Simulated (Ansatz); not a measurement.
Ansatz (a program for electronic structure) input (CCSD(T)/aug-cc-pV(D+d)Z):
A basis named .json is the Basis Set Exchange file of that set.

Ansatz 0.2 input:
```yaml
crystal:
  periodic: [false, false, false]
  atoms:
    - {symbol: Si, position_ang: [-0.26309224, -0.33452647, 0.36030131]}
    - {symbol: H, position_ang: [-1.07592726, -1.32984891, -0.45101478]}
    - {symbol: F, position_ang: [0.52880206, 0.66813551, -0.51035595]}
basis:
  gaussian:
    orbitals: aug-cc-pV_D+d_Z.json
total_charge: 1
magnetization: {spin_polarized: true, initial_magnetization: 1}
correlation: {method: ccsd_t, electrons: outside_noble_gas}
output: {forces: true}
```

End of the output:

```
mean field evaluation 128: about -10568.1106 eV, gradient 7.1e0 eV
mean field evaluation 160: about -10572.6315 eV, gradient 4.1e-1 eV
mean field evaluation 192: about -10569.2616 eV, gradient 1.1e-3 eV
mean field -10575.95728767 eV, -388.6592616807 hartree, gradient 1.8e-6 eV, S^2 0.765680; 3 other end points of the search recorded, 0 dependent functions left out
determinant -10575.95728767 eV, -388.6592616807 hartree, with singles and doubles -10583.53397778 eV, -388.9376999065 hartree
determinant -10572.63986441 eV, -388.5373486244 hartree, with singles and doubles -10580.27659422 eV, -388.8179932686 hartree
6 core orbitals not correlated
reference -10575.95728767 eV, -388.6592616807 hartree; 6, 5 occupied and 52, 53 virtual orbitals, 640 factors
densities: 0.29 GiB planned
second order -7.21295394 eV of doubles, -0.00000000 eV of singles
coupled cluster: 0.22 GiB planned
cycle   1  -7.55509559 eV  change   -2.4e-1 eV  update   2.6e-2
cycle   2  -7.58048235 eV  change   -2.5e-2 eV  update   6.4e-3
cycle   3  -7.58085122 eV  change   -3.7e-4 eV  update   3.6e-3
cycle   4  -7.58335675 eV  change   -2.5e-3 eV  update   1.2e-3
cycle   5  -7.58364171 eV  change   -2.8e-4 eV  update   6.3e-4
cycle   6  -7.58404267 eV  change   -4.0e-4 eV  update   3.0e-4
cycle   7  -7.58408109 eV  change   -3.8e-5 eV  update   1.0e-4
cycle   8  -7.58410124 eV  change   -2.0e-5 eV  update   3.6e-5
cycle   9  -7.58410431 eV  change   -3.1e-6 eV  update   1.5e-5
cycle  10  -7.58410265 eV  change    1.7e-6 eV  update   5.6e-6
cycle  11  -7.58410268 eV  change   -2.4e-8 eV  update   2.2e-6
cycle  12  -7.58410286 eV  change   -1.9e-7 eV  update   7.6e-7
perturbative correction -0.19203147 eV, -0.0070570263 hartree
the calculation of the forces begins
Total energy: -10583.73342200 eV, -388.9450293465 hartree
Atom 0 at    -0.263092    -0.334526     0.360301 Å, force    -0.590690    -0.746780     0.592720 eV/Å
Atom 1 at    -1.075927    -1.329849    -0.451015 Å, force    -0.023029    -0.029228     0.028843 eV/Å
Atom 2 at     0.528802     0.668136    -0.510356 Å, force     0.613719     0.776008    -0.621562 eV/Å
Dipole moment:    -0.416046    -0.525463     0.391165 e Å
```
